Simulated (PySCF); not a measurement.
SnS₂: from structure and modes to constants

Method: PBE0/[Sn def2-TZVP with ECP28, S def2-TZVP], scalar-relativistic core potentials, density fitting, no spin–orbit coupling, PySCF.

The singlet minimum has D∞h symmetry. Masses (u): Sn 119.90220, S 31.97207.

```xyz
3
charge 0 multiplicity 1, angstrom
Sn    0.0000    0.0000    0.0000
S     2.1765    0.0000    0.0000
S    -2.1765    0.0000    0.0000
```

Harmonic wavenumbers (cm⁻¹): 100.6 (πu, ×2), 446.5 (σg+, ×1), 555.8 (σu+, ×1).

**Question.** Find the principal moments of inertia and the rotational constants. What kind of rotor is it?

**Answer.** About the centre of mass I = 302.91 u Å². With B = 16.8576/I this gives 0.05565 cm⁻¹. The molecule is linear.

**Question.** Find the bond force constant k and the stretch–stretch coupling k′ of the valence force field.

**Answer.** For linear XMX, 4π²c²ω(σg)² = (k + k′)/mX and 4π²c²ω(σu)² = (k − k′)(1 + 2mX/mM)/mX. So k + k′ = 3.756 and k − k′ = 3.795 mdyn/Å, giving k = 3.776 and k′ = -0.019 mdyn/Å.
